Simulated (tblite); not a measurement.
Computed values, GFN2-xTB/tblite, gas phase, harmonic and unscaled. This tight-binding method is rough: wavenumbers can miss measured ones by several per cent, in bad cases by 10 to 20. Modes of hydrogen on phosphorus and silicon can be 10 to 20 % off. One conformer each. Thermal functions are those of the rigid rotor and harmonic oscillator, without mixing of conformers.

Question: Order these by their ideal-gas entropy at 298.15 K and 1 bar, highest first (J/(mol K)).
A. `C1(=S)CC[C@@]1(C)C#C`
B. `C=Cn1nnc(OC)c1C`
C. `CP1C=C([SiH3])CC1`
D. `CC[P+]1(C)CCCCC1`
E. `[H]/P=P/C(C)(C)C`
F. `C=CCOC`

Answer: D (436.5), B (418.2), C (400.0), A (388.8), E (382.2), F (327.4).

```json
{"SMILES": "CC[P+]1(C)CCCCC1", "atoms": "27", "mass (u)": "145.11", "symmetry number": "1", "modes under 300 cm⁻¹": "10", "ZPE (kJ/mol)": "633.9", "S translation (J/(mol K))": "170.9", "S rotation": "123.5", "S vibration": "142.1", "S": "436.5", "Cp": "193.2"}
{"SMILES": "C=Cn1nnc(OC)c1C", "atoms": "19", "mass (u)": "139.07", "symmetry number": "1", "modes under 300 cm⁻¹": "9", "ZPE (kJ/mol)": "388.2", "S translation (J/(mol K))": "170.4", "S rotation": "123.3", "S vibration": "124.5", "S": "418.2", "Cp": "162.5"}
{"SMILES": "CP1C=C([SiH3])CC1", "atoms": "18", "mass (u)": "130.04", "symmetry number": "1", "modes under 300 cm⁻¹": "7", "ZPE (kJ/mol)": "362.7", "S translation (J/(mol K))": "169.6", "S rotation": "120.9", "S vibration": "109.6", "S": "400.0", "Cp": "158.1"}
{"SMILES": "C#C[C@]1(C)CCC1=S", "atoms": "16", "mass (u)": "124.03", "symmetry number": "1", "modes under 300 cm⁻¹": "6", "ZPE (kJ/mol)": "325.1", "S translation (J/(mol K))": "169.0", "S rotation": "120.3", "S vibration": "99.5", "S": "388.8", "Cp": "141.2"}
{"SMILES": "[H]/P=P/C(C)(C)C", "atoms": "16", "mass (u)": "120.03", "symmetry number": "1", "modes under 300 cm⁻¹": "7", "ZPE (kJ/mol)": "341.3", "S translation (J/(mol K))": "168.6", "S rotation": "117.4", "S vibration": "96.2", "S": "382.2", "Cp": "137.7"}
{"SMILES": "C=CCOC", "atoms": "13", "mass (u)": "72.06", "symmetry number": "1", "modes under 300 cm⁻¹": "3", "ZPE (kJ/mol)": "288.3", "S translation (J/(mol K))": "162.2", "S rotation": "107.3", "S vibration": "58.0", "S": "327.4", "Cp": "97.4"}
```

Entropies and Cp are for 298.15 K and 1 bar.
